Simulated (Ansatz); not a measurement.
O2Se, charge +1, doublet, geometry from GFN2-xTB (a state made from the parent by changing its charge; the spin is typed, not shown lowest). Base run: PBE/6-311G** (Ansatz, an electronic-structure program).

Input for Ansatz:
Ansatz 0.2 input:
```yaml
crystal:
  periodic: [false, false, false]
  atoms:
    - {symbol: O, position_ang: [-1.34226404, 0.45689309, 0.02344571]}
    - {symbol: Se, position_ang: [0.01210111, -0.24483605, -0.02051161]}
    - {symbol: O, position_ang: [1.29083433, 0.58366013, 0.06372865]}
basis:
  gaussian:
    orbitals: 6-311G__.json
hamiltonian:
  xc: pbe
total_charge: 1
magnetization: {spin_polarized: true, initial_magnetization: 1}
```
The basis file holds 6-311G** in the JSON format of the Basis Set Exchange.

Each row names what was changed in the base input (with any setting that the change needs).

```csv
change,basis functions,E (Eh)
base,80,-2550.99461
basis = ANO-RCC-VDZP; relativity = none,55,-2532.50165
basis = cc-pVDZ-DK; relativity = spin-free X2C,55,-2579.36626
basis = ANO-RCC-VDZP; relativity = spin-free X2C; nucleus = Gaussian,55,-2579.50575
basis = cc-pVTZ-DK; relativity = spin-free X2C,103,-2579.54719
basis = cc-pVDZ-DK; relativity = spin-free X2C; nucleus = Gaussian,55,-2579.35018
basis = cc-pVTZ-DK; relativity = none,103,-2532.90263
basis = cc-pVTZ-DK; relativity = spin-free X2C; nucleus = Gaussian,103,-2579.52883
basis = ANO-RCC-VDZP; relativity = spin-free X2C,55,-2579.52450
basis = cc-pVDZ-DK; relativity = none,55,-2534.31809
```

Absolute energies of different levels of theory aren't comparable as measures of quality.

Ansatz warned in this series: the basis is contracted for relativity, which the run leaves out.

Basis sets contracted for a relativistic Hamiltonian are a mismatch without it, so the rows without relativity aren't non-relativistic limits. No row has spin-orbit coupling; sets with core potentials leave out the core electrons.
